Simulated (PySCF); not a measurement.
Threshold energies of RuO in a plasma

PBE in PySCF with def2-TZVPPD on every atom (core potentials on Ru), for the lowest determinant that a PBE0 search found; no spin–orbit coupling.

```csv
species,state (unpaired electrons),Re (Å),ωe (cm⁻¹),energy of the minimum from the neutral (eV),De (eV),dissociates to
RuO,"quintet (σ ↑, π ↑↑, δ ↑)",1.709,890,0.00,5.85,Ru (4d7 5s1) + O
RuO⁺,"quartet (π ↑↑, δ ↑)",1.677,966,8.86,4.79,Ru⁺ (4d7) + O
RuO⁻,"quartet (π ↑↑, δ ↑)",1.724,861,-1.28,5.36,Ru (4d7 5s1) + O⁻
```

**Question.** Work out the lowest energy to break RuO into atoms, from its vibrational ground state.

**Answer.** D0 = De − ωe/2 = 5.85 − 0.06 = 5.79 eV (PBE/def2-TZVPPD).

**Question.** Work out the ionisation energy of the Ru atom at this level and the threshold of dissociative ionisation.

**Answer.** IE(Ru) = 8.86 + 4.79 − 5.85 = 7.80 eV, so Ru⁺ (4d7) + O + e⁻ appears at D0 + IE(Ru) = 13.59 eV (PBE/def2-TZVPPD). The measured IE(Ru) is 7.361 eV (NIST ASD).

**Question.** Work out the electron affinity of the O atom and the threshold of dissociative attachment.

**Answer.** EA(O) = 5.85 − 5.36 − (-1.28) = 1.77 eV, so Ru (4d7 5s1) + O⁻ needs D0 − EA(O) = 4.02 eV (PBE/def2-TZVPPD). The measured EA(O) is 1.461 eV.

**Question.** At which energy does ion-pair formation open?

**Answer.** Ru⁺ + O⁻ lies at D0 + IE(Ru) − EA(O) = 11.82 eV (PBE/def2-TZVPPD).

These are thermodynamic thresholds; the onsets seen under electron impact lie higher where the geometry changes, and cross-sections peak well above them.

The metal atom is held in its measured ground configuration; semilocal functionals can put another filling of s and d lower by some tenths of an eV, and De to that atom would be smaller. Spin–orbit coupling is left out, which matters for elements this heavy, above all for dissociation energies. For an ion De counts to the pair picked by the measured ionisation energies or electron affinities, which need not be the lowest pair at this level. The highest Kohn–Sham level is positive in this anion. Much of that is self-interaction error, but it also means that the finite basis helps to hold the extra electron. With d or f electrons several states lie close, and the lowest PBE0 determinant need not be the measured ground state.
